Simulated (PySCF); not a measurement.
The multiplicity is imposed and other spin states were not computed.

Cartesian coordinates (Å):
```xyz
5

Cu     0.0131    -0.0488     0.0313
O     -0.9931    -1.2634     1.1731
H     -0.9120    -1.0404     2.1207
H     -0.6867    -2.1880     1.0977
Cl     1.1101     1.2448    -1.1803
```
Charge 0, multiplicity 1.

**Question.** Give the charge on the central atom (Mulliken), total energy, LUMO, charge on the central atom (meta-Löwdin) and HOMO at the level PySCF 2.14.0 with TPSSh-D3(BJ)/def2-TZVP // TPSS-D3(BJ)/def2-SVP.

**Answer.** 
```yaml
charge on the central atom (Mulliken): 0.26 e
total_energy: -2177.2911 Ha
LUMO: -1.75 eV
charge on the central atom (meta-Löwdin): 0.51 e
HOMO: -5.81 eV
```
